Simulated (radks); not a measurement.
Initial-state core-level shifts of the sulfur ion S+ when its valence configuration changes from [Ne] 3s2 3p3. All-electron calculation, Dirac Kohn-Sham, PBE, spin-unpolarised, spherical densities, point nucleus; open shells fill j = l - 1/2 first. Program: a radial shooting solver on a logarithmic mesh with Libxc functionals. Shifts are changes of the shell-averaged eigenvalues in eV (positive: less bound).

valence          1s      2s      2p
3s1.5 3p3.5  -0.725  -0.711  -0.703
3s1 3p4      -1.432  -1.407  -1.391
3p5          -2.798  -2.756  -2.722
3s0.5 3p4.5  -2.123  -2.088  -2.064
